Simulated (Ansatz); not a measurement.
Mulliken charges of C$_{2}$H$_{3}$Cl$_{2}$Si, SMILES `[CH]=C[SiH](Cl)Cl` radical from r2SCAN/def2-TZVPP in Ansatz (PBE0-D4/def2-TZVP geometry).

```json
{"atom": "C1", "x (Å)": "0.515", "y (Å)": "1.759", "z (Å)": "0.067", "charge (e)": "-0.127"}
{"atom": "C2", "x (Å)": "0.116", "y (Å)": "0.703", "z (Å)": "0.719", "charge (e)": "-0.208"}
{"atom": "Si3", "x (Å)": "-0.350", "y (Å)": "-0.872", "z (Å)": "-0.144", "charge (e)": "0.638"}
{"atom": "Cl4", "x (Å)": "0.738", "y (Å)": "-2.418", "z (Å)": "0.635", "charge (e)": "-0.234"}
{"atom": "Cl5", "x (Å)": "0.029", "y (Å)": "-0.708", "z (Å)": "-2.145", "charge (e)": "-0.230"}
{"atom": "H6", "x (Å)": "0.693", "y (Å)": "2.036", "z (Å)": "-0.963", "charge (e)": "0.133"}
{"atom": "H7", "x (Å)": "0.036", "y (Å)": "0.715", "z (Å)": "1.808", "charge (e)": "0.097"}
{"atom": "H8", "x (Å)": "-1.777", "y (Å)": "-1.214", "z (Å)": "0.022", "charge (e)": "-0.069"}
```

Problem. By hand: the dipole of these point charges (1 e Å = 4.8032 D).

Solution. Σ q r = (-0.274, 0.227, 0.141) e Å, of length 0.383 e Å = 1.84 D.

Problem. How does the dipole of the full density compare? (Best estimate.)

Solution. The calculation gave: (-0.121, 0.191, 0.089) e Å, 1.17 D; the point charges give 1.57 times that, at 17° from its direction.

Point charges leave out the atoms' own dipoles, such as those of lone pairs, and Mulliken's split depends on the basis, so the two needn't agree.
